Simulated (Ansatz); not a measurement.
Saddle point of BH3ClO2F, closed shell (BH₂ClO₂ ([OH][B]([OH])[Cl]) + HF → BH₂O₂F ([OH][B]([OH])[F]) + HCl; bonds formed: B1–F6, Cl2–H5; bonds broken: B1–Cl2, H5–F6), PBE0-D4/def2-TZVP structure:

```json
{"atom": "B1", "x (Å)": "-0.3318", "y (Å)": "0.0398", "z (Å)": "-0.2257"}
{"atom": "Cl2", "x (Å)": "1.5726", "y (Å)": "-0.9884", "z (Å)": "-0.0848"}
{"atom": "O3", "x (Å)": "-0.3382", "y (Å)": "0.9359", "z (Å)": "-1.2291"}
{"atom": "O4", "x (Å)": "-1.3642", "y (Å)": "-0.7995", "z (Å)": "-0.0269"}
{"atom": "H5", "x (Å)": "1.0675", "y (Å)": "0.0708", "z (Å)": "1.0130"}
{"atom": "F6", "x (Å)": "0.1910", "y (Å)": "0.7041", "z (Å)": "1.1794"}
{"atom": "H7", "x (Å)": "0.4563", "y (Å)": "1.4642", "z (Å)": "-1.3144"}
{"atom": "H8", "x (Å)": "-1.2532", "y (Å)": "-1.4267", "z (Å)": "0.6885"}
```

Energies are electronic, without zero-point energy. Barriers and step energies count from the start structure reached by relaxing down the imaginary mode; all methods use the PBE0-D4 structures, on which another method's saddle can fall below an end. Ansatz 0.2.0; basis: def2-TZVPP, with def2-QZVPP for the basis limit; cores frozen in the correlated methods. B3LYP uses VWN-RPA correlation. Extrapolation: Hartree–Fock as exp(−7.88 √X), correlation as X^−2.97.

```
      method  barrier (kcal/mol)  step energy (kcal/mol)
       SPW92               10.92                  -10.22
      PBE-D4               19.05                   -9.70
     BLYP-D4               21.84                  -11.70
   r2SCAN-D4               19.28                  -11.83
      B97M-V               23.60                  -13.28
     PBE0-D4               21.93                  -10.80
    B3LYP-D4               23.69                  -12.65
  r2SCAN0-D4               21.63                  -12.31
    BHLYP-D4               26.68                  -14.24
CAM-B3LYP-D4               23.05                  -14.00
     wB97X-V               23.24                  -12.34
     wB97M-V                   ?                  -12.19
      B2PLYP                   ?                  -13.17
    PBE-QIDH               23.83                  -11.68
  RPA on PBE               24.65                  -13.46
          HF                   ?                  -17.68
         MP2               24.41                  -11.26
        CCSD               27.25                  -13.91
     CCSD(T)               25.14                  -12.92
```

Fill in the withheld barriers. (An estimate is asked for; the value comes from the calculation.)

Computed: HF 35.43; B2PLYP 24.57; wB97M-V 22.09 kcal/mol. Each is the energy of the saddle less that of the start structure, by the same method.

For comparison, the barrier by CCSD(T) at an estimated basis limit (MP2 extrapolated from triple and quadruple zeta, plus CCSD(T) − MP2 in triple zeta) is 25.61 kcal/mol.

The T1 diagnostic stays at or below 0.012.

Labels in which every atom is bracketed show which atoms are joined, not bond orders.

For scale, one of the runs: CCSD(T)/def2-TZVPP, 208 basis functions, launched by `ansatz run in.yaml --threads 4 --pin off --events-out ev --progress --plain --max-ram 9574MiB`. Hardware: 4 CPU threads of an Arm Neoverse V2, shared host. Wall time 67 s; peak host memory 3 GiB.
